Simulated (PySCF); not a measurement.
**SMILES C=C1CS(=O)(=O)[C@H]1C#N, C5H5NO2S**

Cartesian coordinates in Å; atom numbers follow the order of the lines, from 1:
```xyz
14

C     1.972    0.363   -0.256
C     0.722   -0.042   -0.140
C     0.192   -1.350    0.373
S    -1.510   -0.756    0.052
O    -2.123   -1.400   -1.069
O    -2.280   -0.558    1.238
C    -0.531    0.734   -0.489
C    -0.742    1.908    0.288
N    -0.899    2.841    0.930
H     2.216    1.341   -0.635
H     2.794   -0.270    0.027
H     0.380   -1.525    1.429
H     0.471   -2.218   -0.217
H    -0.663    0.932   -1.553
```

Method: GIAO KT3/pcSseg-1 magnetisability, rotational g tensor and spin-rotation constants, non-relativistic, gas phase (PySCF). Geometry: GFN2-xTB.

**Question.** How diamagnetic is it, and how anisotropic?

**Answer.** Isotropic -1071 × 10⁻³⁰ J/T², or -64.5 × 10⁻⁶ cm³/mol; principal values -1155, -1050, -1009 × 10⁻³⁰ J/T², anisotropy 131 × 10⁻³⁰ J/T² (root of half the summed squared differences of the principal values). The susceptibility is in cgs units.

**Question.** Split it along the inertial axes a, b, c into diamagnetic and paramagnetic parts about the centre of mass, with the quadrupole moment.

**Answer.** 
```tsv
axis	χ (10⁻⁶ cm³/mol)	diamagnetic (10⁻⁶ cm³/mol)	paramagnetic (10⁻⁶ cm³/mol)	summed x² of all electrons (Å²)	quadrupole Θ (D Å)
a	-64.5	-696.1	631.6	170.3	-7.40
b	-65.5	-899.3	833.8	122.4	+1.59
c	-63.5	-1241.7	1178.2	41.7	+5.81
```
Anisotropies 2χaa − χbb − χcc = 0.0 and 2χbb − χaa − χcc = -3.1 × 10⁻⁶ cm³/mol. Θ is traceless in Buckingham's convention.

**Question.** And the rotational g tensor?

**Answer.** 
| axis | rotational constant (GHz) | g | nuclear part | electronic part |
| --- | --- | --- | --- | --- |
| a | 1.9908 | -0.0366 | 0.5541 | -0.5907 |
| b | 1.4366 | -0.0293 | 0.5334 | -0.5627 |
| c | 1.0086 | -0.0227 | 0.5355 | -0.5583 |

Asymmetric top; isotopes 12C, 1H, 14N, 16O, 32S; no vibrational averaging.
